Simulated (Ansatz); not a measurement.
Job for Ansatz (a first-principles code): U-B3LYP/def2-TZVPPD on F (SMILES [F]). The basis file is the Basis Set Exchange's JSON of that set.

Ansatz 0.2 input:
```yaml
crystal:
  periodic: [false, false, false]
  atoms:
    - {symbol: F, position_ang: [0.00000000, 0.00000000, 0.00000000]}
basis:
  gaussian:
    orbitals: def2-TZVPPD.json
hamiltonian:
  xc: {name: B3LYP}
magnetization: {spin_polarized: true, initial_magnetization: 1}
```

**Question.** What total energy does the run end on?

**Answer.** -99.7711 hartree.
